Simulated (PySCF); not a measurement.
C2H3Cl2FSi.

```xyz
9

F      0.4350     2.1147    -1.0460
C      0.5364     0.9641    -0.3419
C      1.6582     0.2471    -0.4898
Cl     1.9017    -1.2584     0.3304
Si    -0.9554     0.5486     0.7410
Cl    -2.1328    -0.8801    -0.1992
H      2.4755     0.5655    -1.1419
H     -0.5128     0.0131     2.0490
H     -1.7416     1.7966     0.8920
```
Charge 0, spin multiplicity 1.

Geometry optimised at B3LYP-D3(BJ)/def2-SVP. The structure was generated by enumeration; whether it is a known compound was not checked. One conformer was computed; it need not be the lowest.

Level of theory: PBE/pcSseg-1 (PySCF). Non-relativistic, no solvent.

Give the absolute GIAO shielding of each atom: isotropic value and principal components (ppm). (Estimate from the structure and the level; the computed values follow.)


```csv
atom,σ(iso),σ11,σ22,σ33,span
F1,254.0,168.2,233.2,360.6,192.4
C2,5.7,-84.1,38.8,62.6,146.7
C3,45.9,-48.2,70.4,115.7,163.9
Cl4,745.7,576.2,744.5,916.4,340.1
Si5,360.1,329.7,345.6,405.1,75.4
Cl6,969.1,874.6,999.9,1032.7,158.1
H7,24.5,21.0,25.7,26.8,5.8
H8,25.6,22.4,24.3,30.0,7.6
H9,26.0,22.4,24.4,31.2,8.9
```
